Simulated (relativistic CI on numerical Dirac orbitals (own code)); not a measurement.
**V4+ (3d) in a crystal field**

Calculated by Dirac-Coulomb-Breit CI, KLI orbitals optimised for each configuration, a model potential for QED, valence Slater integrals scaled by 0.9, one configuration in a parametric crystal field (own radial code).

Field parameters in Wybourne normalisation: D4h B²₀ = −7Ds, B⁴₀ = 21(Dq − Dt), B⁴₄ = 21√(5/14) Dq; Oh B⁴₀ = 21Dq, B⁴₄ = √(5/14) B⁴₀; Td as Oh with Dq negative (B⁴₀ = 21Dq, B⁴₄ = √(5/14) B⁴₀). The field is a parameter set, without covalency.

S is read from ⟨S²⟩ = S(S + 1).

Powder χT (cm³ K mol⁻¹) by Van Vleck's formula, with temperature-independent terms:

```
                                       Field      2 K      5 K    10 K    20 K    50 K  100 K  200 K  300 K
 D4h, 10Dq = 10100, Ds = 680, Dt = -670 cm⁻¹  0.00329  0.00753  0.0146  0.0287  0.0716   0.15  0.278   0.35
D4h, 10Dq = 27900, Ds = -1480, Dt = 660 cm⁻¹    0.352    0.352   0.353   0.354   0.356  0.359  0.366  0.373
D4h, 10Dq = 34700, Ds = -230, Dt = -460 cm⁻¹  0.00298  0.00733  0.0146  0.0291  0.0732  0.154  0.283  0.356
                       Oh, 10Dq = 12100 cm⁻¹  0.00398  0.00832  0.0156    0.03  0.0734  0.146  0.274  0.364
                       Oh, 10Dq = 25750 cm⁻¹  0.00317  0.00755  0.0149  0.0295  0.0733  0.146  0.275  0.363
                       Td, 10Dq = -5050 cm⁻¹    0.309     0.31   0.311   0.313   0.319   0.33   0.35   0.37
                      Td, 10Dq = -10300 cm⁻¹    0.342    0.343   0.343   0.344   0.347  0.352  0.362  0.373
                      Td, 10Dq = -16900 cm⁻¹    0.355    0.356   0.356   0.357   0.358  0.361  0.368  0.374
```

Question: For Td, 10Dq = -16900 cm⁻¹: what effective moment follows at 300 K?

Answer: μ_eff = √(8χT) = 1.73 μB. The ground level has S = 0.50; the spin-only moment for S = 1/2 is 1.73 μB. The difference comes from the orbital moment, spin-orbit mixing of terms and temperature-independent paramagnetism, all larger in this ionic model than in covalent complexes.
